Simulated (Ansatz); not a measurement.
The first iterations of a band of AlClH4N2 + H4Si (13 atoms, charge 0, multiplicity 1).

The calculation used Ansatz 0.2.0, RKS PBE0/cc-pVDZ.

| Item | Value |
| --- | --- |
| movable images | 4 |
| climbing image | no |
| spring | 5.0 eV/Å² |
| optimiser | quadratic models (default) |
| start path | through a guess of the saddle point |
| force threshold | 0.05 eV/Å |
| iteration limit | 60 |
| end points | relaxed |

Image 0:

```xyz
13
Properties=species:S:1:pos:R:3
Al 0.115 -0.308 -0.049
Cl -0.218 -1.281 1.820
N 1.681 -0.545 -0.858
H 2.480 -0.981 -0.411
H 1.944 -0.170 -1.761
N -1.275 0.546 -0.786
H -2.220 0.449 -0.429
H -1.299 0.903 -1.735
Si -0.147 2.833 1.154
H 0.512 3.779 2.115
H -0.245 3.488 -0.186
H -1.484 2.439 1.688
H 0.760 1.628 1.063
```

Image 5:

```xyz
13
Properties=species:S:1:pos:R:3
Al 0.009 0.704 -0.587
Cl 0.125 -0.411 2.856
N 1.552 -0.007 -1.147
H 1.656 -0.899 -1.619
H 2.466 0.357 -0.901
N -1.557 -0.006 -1.081
H -1.686 -0.882 -1.576
H -2.455 0.345 -0.765
Si 0.024 2.812 0.672
H 0.575 2.624 2.071
H 0.883 3.882 0.059
H -1.349 3.393 0.863
H 0.361 0.865 2.780
```

| iteration | highest image above the first end (eV) | largest band force component (eV/Å) |
| --- | --- | --- |
| 1 | 3.974 | 12.169 |
| 2 | 2.700 | 1.942 |
| 3 | 2.135 | 1.437 |
| 4 | 2.041 | 0.669 |
| 5 | 2.040 | 0.591 |
| 6 | 1.987 | 0.462 |
| 7 | 2.067 | 2.381 |
| 8 | 1.901 | 0.444 |
| 9 | 1.800 | 0.340 |
| 10 | 1.761 | 0.883 |
| 11 | 1.699 | 0.427 |
| 12 | 1.638 | 0.506 |
| 13 | 1.631 | 0.382 |
| 14 | 1.627 | 0.339 |
| 15 | 1.624 | 0.327 |

**Question.** Does the band converge within its limit, and where does its top end?

**Answer.** The forces met the threshold. It ended after 45 iterations with the highest image 1.472 eV above the first end. No image climbed, so the highest image needn't sit at the top of the path. The orbitals stay closed-shell, which can raise the energy where a bond breaks towards radicals; this wasn't checked here.

Run time: 6.6 min on 4 threads of Arm Neoverse V2, on a shared host, peak memory 0.33 GiB.
